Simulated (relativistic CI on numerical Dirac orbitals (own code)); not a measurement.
## Pd3+: M2,3 absorption edge

Computed with this model: Dirac-Coulomb-Breit CI, orbitals from a KLI potential per configuration, a model potential for QED, multiplet model of core-to-valence dipole absorption, unscaled Slater integrals; configurations [Kr] 4d7 → [Ne] 3s2 3p5 3d10 4s2 4p6 4d8; 10 K; Lorentzian 2 eV and Gaussian 0.4 eV FWHM. Energies are those of the free ion, without screening or charge transfer. The branching ratio is the share of the lower-energy edge in the whole absorption, uncertain by about 0.02 where the edges overlap. S is read from ⟨S²⟩ = S(S + 1).

Field parameters in Wybourne normalisation: D3d B²₀ = −7Dσ, B⁴₀ = −14Dq − 21Dτ, B⁴₃ = −14√(10/7) Dq; D4h B²₀ = −7Ds, B⁴₀ = 21(Dq − Dt), B⁴₄ = 21√(5/14) Dq; Td as Oh with Dq negative (B⁴₀ = 21Dq, B⁴₄ = √(5/14) B⁴₀). The field is a parameter set, without covalency.

Computed curve for D4h, 10Dq = 27550, Ds = 1140, Dt = -330 cm⁻¹, scaled to 100 at the maximum (points under 2 are left out and the grid is thinned):

(Energy (eV), Intensity): (529.50, 2.1), (530.25, 2.5), (531.00, 3.0), (531.75, 3.7), (532.50, 4.7), (533.25, 6.2), (534.00, 8.7), (534.75, 12.8), (535.50, 20.9), (536.25, 38.4), (537.00, 72.8), (537.75, 94.1), (538.50, 97.9), (539.25, 91.4), (540.00, 56.1), (540.75, 35.4), (541.50, 24.4), (542.25, 15.6), (543.00, 10.7), (543.75, 7.6), (544.50, 5.5), (545.25, 4.2), (546.00, 3.3), (546.75, 2.7), (547.50, 2.3), (561.75, 2.1), (562.50, 2.8), (563.25, 4.2), (564.00, 7.1), (564.75, 13.5), (565.50, 21.1), (566.25, 20.0), (567.00, 22.5), (567.75, 22.6), (568.50, 14.9), (569.25, 10.9), (570.00, 7.1), (570.75, 4.3), (571.50, 2.9), (572.25, 2.1)

The ground state has S = 0.56, and the centroid lies at 544.44 eV.
